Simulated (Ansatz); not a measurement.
Born–Oppenheimer molecular dynamics of ClF2H5O2Si (11 atoms, charge 0, multiplicity 1). It starts at the highest image of a converged band. Of that band: Beside the main top the profile has a ripple of under 15 meV (maxima at images 2, 4), which may be a very shallow well or noise. A vibrational analysis at the climbing image gives one clearly imaginary mode, 168i cm⁻¹: a first-order saddle point.

Method: UKS BHLYP/def2-SVP in Ansatz.

| Property | Result |
| --- | --- |
| ensemble | NVE (velocity Verlet) |
| time step | 0.5 fs |
| steps asked | 200 |
| starting velocities drawn for | 100 K |
| seed | 8317 |

First frame:

```xyz
11
Properties=species:S:1:pos:R:3
Si -0.987 0.839 -0.623
Cl -1.013 -1.620 -0.505
F -0.581 0.669 -2.163
F -0.895 2.478 -0.548
H -2.357 0.679 -0.170
H 1.135 -0.395 0.637
O 0.383 0.705 0.421
H 0.686 -1.789 0.141
O 1.494 -1.409 0.667
H 0.730 1.586 0.579
H 1.405 -1.742 1.564
```

Task: How far do the bonds stretch over the last three quarters of this one trajectory? (Pairs bonded in most of those frames.)

Result: 
```
   bond  mean (Å)  spread (Å)  shortest  longest
Si1–Cl2     2.420       0.047      2.28     2.47
 Si1–F3     1.600       0.011      1.58     1.62
 Si1–F4     1.648       0.022      1.62     1.68
 Si1–H5     1.453       0.001      1.45     1.46
 Si1–O7     1.750       0.023      1.71     1.78
 O7–H10     0.961       0.002      0.96     0.97
  H8–O9     1.013       0.036      0.96     1.11
 O9–H11     0.960       0.004      0.95     0.97
```

Pairs bonded in part of these frames only: H6–O7 44 %, H6–O9 59 %.

Mean temperature of the second half: 82 K. The conserved energy stayed within 0.051 meV per atom of its start (net change 0.016 meV per atom), so the integration is sound. A run of 0.1 ps of so small a system gives no equilibrium averages. The orbitals were unrestricted but ended closed-shell.

Run time: 16 min on 4 threads of Arm Neoverse N1, on a shared host, peak memory 0.41 GiB.
